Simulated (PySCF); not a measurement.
Ionisation energy of S⁺ by level of theory

S⁺ [Ne] 3s2 3p3 (4S) → S²⁺ [Ne] 3s2 3p2 (3P), as a difference of total energies. All numbers are calculated (PySCF 2.14, the spin-free X2C one-electron Hamiltonian (Gaussian nucleus), in x2c-TZVPall (5s5p2d1f, 37 functions)). Correlated levels: valence: [Ne] frozen. The calculations carry no spin-orbit coupling.

**Question.** Order these methods by the ionisation energy they give, lowest first.
A. MP2 (valence)
B. TPSS
C. SCS-MP2 (valence)
D. UHF

**Answer.** D (22.706 eV), C (23.126 eV), A (23.310 eV), B (23.358 eV).

The reference lies between the lowest fine-structure levels, while these numbers refer to the centres of the terms.

Errors of the correlated levels include the incompleteness of this basis and the frozen core.

For comparison: 23.338 eV (measured; NIST Atomic Spectra Database, ionization energies).
